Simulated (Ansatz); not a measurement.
`O=CC(F)[SiH2]Cl`. Charge 0, multiplicity 1.

```xyz
10

O    -2.210    0.459    0.061
C    -1.196    0.859    0.563
C     0.025    0.005    0.736
F     1.007    0.715    1.404
Si    0.672   -0.575   -0.967
Cl    2.357   -1.691   -0.653
H    -1.074    1.905    0.917
H    -0.241   -0.878    1.329
H    -0.364   -1.408   -1.611
H     1.024    0.609   -1.780
```

**Question.** What are the harmonic wavenumbers in cm⁻¹ at PBE0-D4/def2-TZVP (Ansatz, finite differences of forces, unscaled)? (Estimate.)

**Answer.** Computed: 44, 92, 130, 181, 262, 369, 516, 563, 578, 654, 729, 839, 931, 959, 1070, 1103, 1170, 1297, 1391, 1828, 2260, 2282, 2927, 3059.

**Question.** Is this a minimum?

**Answer.** Yes, all 24 modes are real.

**Question.** Give the ideal-gas thermochemistry at 298.15 K and 1 bar (rigid rotor, harmonic oscillator; point group C1, symmetry number 1).

**Answer.** Zero-point energy 150.9 kJ/mol; H(298) − E = 173.3 kJ/mol; entropy 370.1 J/(mol·K), of which translation 169.2, rotation 118.9, vibration 81.9; G(298) − E = 62.9 kJ/mol. Modes under 100 cm⁻¹ are hindered rotations or soft bends, so the harmonic entropy is rough.

**Question.** Rotational constants (cm⁻¹)?

**Answer.** 0.1498, 0.0413, 0.03417.
